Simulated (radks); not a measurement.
Values are calculated unless marked as measured or tabulated.
Task: Species: Re V. Configuration: [Kr] 4d10 4f14 5s2 5p5.75 5d3 6p0.25 (fractional occupations, a model configuration). Code: a radial shooting solver on a logarithmic mesh with Libxc functionals. Model: Dirac Kohn-Sham, exchange-only LDA, spin-unpolarised, spherical densities, finite nucleus; open shells fill j = l - 1/2 first; Fermi nuclear charge, rms radius 5.3698 fm. Some entries of the table are withheld. Estimate them.

| orbital | occ. | eigenvalue (hartree) | <r^2> (bohr^2) |
|---|---|---|---|
| 1s1/2 | 2 | -2628.173 | 0.0004487 |
| 2s1/2 | 2 | -456.7797 | 0.006828 |
| 2p1/2 | 2 | -437.3935 | 0.004863 |
| 2p3/2 | 4 | -384.5484 | 0.006060 |
| 3s1/2 | 2 | -106.9809 | 0.04456 |
| 3p1/2 | 2 | -98.28164 | 0.04080 |
| 3p3/2 | 4 | -86.80896 | 0.04736 |
| 3d3/2 | 4 | -72.10283 | (1) |
| 3d5/2 | 6 | -69.61008 | (2) |
| 4s1/2 | 2 | -23.59033 | 0.2196 |
| 4p1/2 | 2 | -19.95762 | 0.2258 |
| 4p3/2 | 4 | -17.27239 | 0.2610 |
| 4d3/2 | 4 | -11.28606 | 0.2825 |
| 4d5/2 | 6 | -10.78984 | 0.2956 |
| 5s1/2 | 2 | -4.74554 | 1.186 |
| 5p1/2 | 2 | -3.62823 | 1.413 |
| 4f5/2 | 6 | -3.24339 | (3) |
| 5p3/2 | 3.75 | -3.20471 | 1.656 |
| 4f7/2 | 8 | -3.15071 | (4) |
| 5d3/2 | 3 | -1.70207 | 2.845 |
| 5d5/2 | 0 | -1.65597 | 2.984 |
| 6p1/2 | 0.25 | -1.16144 | 8.105 |
| 6p3/2 | 0 | -1.08580 | 9.145 |

Result: 
(1) 3d3/2 <r^2> (bohr^2): 0.03662
(2) 3d5/2 <r^2> (bohr^2): 0.03841
(3) 4f5/2 <r^2> (bohr^2): 0.4083
(4) 4f7/2 <r^2> (bohr^2): 0.4209
